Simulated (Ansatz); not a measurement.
AlBFH$_{3}$O$_{2}$, SMILES `B[O][Al]([OH])[F]`, relaxed with RKS PBE-D4/def2-SVP in Ansatz 0.2.0 from a rough embedded geometry. The force threshold is 0.03 eV/Å; the program also tests the step.

Total charge 0; spin multiplicity 1.

Start:

```xyz
8

B    -0.621    1.372    0.397
O     0.730    1.119    0.166
Al    0.741   -0.578   -0.551
O     0.966   -1.992    0.548
F     0.667   -0.806   -2.345
H    -1.172    1.167    1.453
H    -1.302    1.949   -0.430
H    -0.009   -2.231    0.761
```

(1) How much energy does the relaxation release, and in how many steps? (Estimate.)

(2) Which bonds change most? (Estimate.)

(3) Give the relaxed structure. (Best estimate.)

Results:

(1) Ansatz gave: 130.63 kJ/mol, in 25 steps, 4 of them rejected.

(2) Ansatz gave: O2–Al3 from 1.843 to 1.696 Å; Al3–F5 from 1.811 to 1.668 Å; Al3–O4 from 1.804 to 1.699 Å; O4–H8 from 1.026 to 0.970 Å.

(3) The calculation gave: 
```xyz
8

B    -0.810    1.753    0.400
O    -0.285    0.586   -0.013
Al    0.359   -0.903   -0.510
O     1.097   -1.900    0.651
F     0.241   -1.324   -2.120
H    -1.974    1.786    0.778
H    -0.114    2.760    0.390
H     1.485   -2.759    0.424
```
